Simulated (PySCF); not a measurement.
Fractional electron number in Ca (calcium, neutral)

The 4s beta orbital of [Ar] 4s2 is emptied in steps (occupation f), with all orbitals relaxed, ending at [Ar] 4s1. All numbers are calculated (PySCF 2.14, no relativity, point nucleus, in def2-TZVPPD (6s5p3d, 36 functions)). The exact energy is a straight line in f; departures are measured from the line between the end points of the same method.

```
   f  UHF (eV)  LDA (eV)  PBE (eV)  PBE0 (eV)  r2SCAN (eV)  LC-wPBE (eV)  BHandHLYP (eV)  TPSS (eV)  r2SCAN0 (eV)
   1     0.000     0.000     0.000      0.000        0.000         0.000           0.000      0.000         0.000
0.75     0.034    -0.447    -0.440     -0.317       -0.364         0.020          -0.236     -0.421        -0.273
 0.5     0.042    -0.598    -0.591     -0.424       -0.470         0.022          -0.322     -0.576        -0.356
0.25     0.029    -0.449    -0.445     -0.318       -0.338         0.012          -0.248     -0.460        -0.261
   0     0.000     0.000     0.000      0.000        0.000         0.000           0.000      0.000         0.000
```

Problem. For PBE, how does the orbital energy at f = 1 compare with the removal energy?

Solution. −ε = 3.750 eV against a total-energy difference of 6.076 eV. By Janak's theorem ε = ∂E/∂f, so the gap between them reflects the curvature. Along the path −ε is 4.889 (f = 0.75), 6.058 (f = 0.5), 7.269 (f = 0.25) eV.

| method | E(f=0) − E(f=1) (eV) | −ε at f=1 (eV) | −ε at f=0.5 (eV) |
| --- | --- | --- | --- |
| UHF | 5.119 | 5.320 | 5.105 |
| LDA | 6.216 | 3.846 | 6.211 |
| PBE | 6.076 | 3.750 | 6.058 |
| PBE0 | 5.998 | 4.315 | 5.994 |
| r2SCAN | 5.805 | 3.822 | 5.875 |
| LC-wPBE | 5.832 | 5.951 | 5.812 |
| BHandHLYP | 5.962 | 4.726 | 5.930 |
| TPSS | 5.977 | 3.764 | 5.889 |
| r2SCAN0 | 5.833 | 4.348 | 5.871 |

Reference removal energy between the ground levels: 6.113 eV (measured; NIST Atomic Spectra Database, ionization energies). UHF lacks correlation.
